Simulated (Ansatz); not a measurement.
The cluster Li₂Al₃. Charge 0, multiplicity 2. Geometry B3LYP-D4/def2-TZVP; atoms count from 1.

Cartesian coordinates in Å:
```
Al -1.788 0.711 -0.874
Al -1.310 -1.434 0.340
Al 0.758 -0.181 -0.342
Li -0.973 0.769 1.844
Li 3.312 0.134 -0.968
```

Another isomer (quartet) lies 0.07 eV lower at PBE0-D4/def2-TZVP; other spin states weren't run for this one.

Estimate the Mulliken populations from the PBE0/def2-TZVP orbitals of Ansatz.


```json
{"atom": "Al1", "charge (e)": "-0.16", "spin (α − β)": "0.51"}
{"atom": "Al2", "charge (e)": "-0.22", "spin (α − β)": "0.42"}
{"atom": "Al3", "charge (e)": "-0.52", "spin (α − β)": "0.06"}
{"atom": "Li4", "charge (e)": "0.44", "spin (α − β)": "-0.01"}
{"atom": "Li5", "charge (e)": "0.47", "spin (α − β)": "0.02"}
```
Mulliken values depend strongly on the basis.

Where does the spin sit?

Summed by element: Al 0.99, Li 0.01, of 1 unpaired in all. Largest on single atoms: Al1 0.51, Al2 0.42, Al3 0.06.

And the Mayer bond orders between heavy atoms (over 0.3)?

Al1–Al2 1.16 (2.51 Å); Al1–Al3 0.71 (2.75 Å); Al1–Li4 0.31 (2.84 Å); Al2–Al3 1.03 (2.51 Å); Al2–Li4 0.36 (2.69 Å); Al3–Li5 0.68 (2.65 Å).
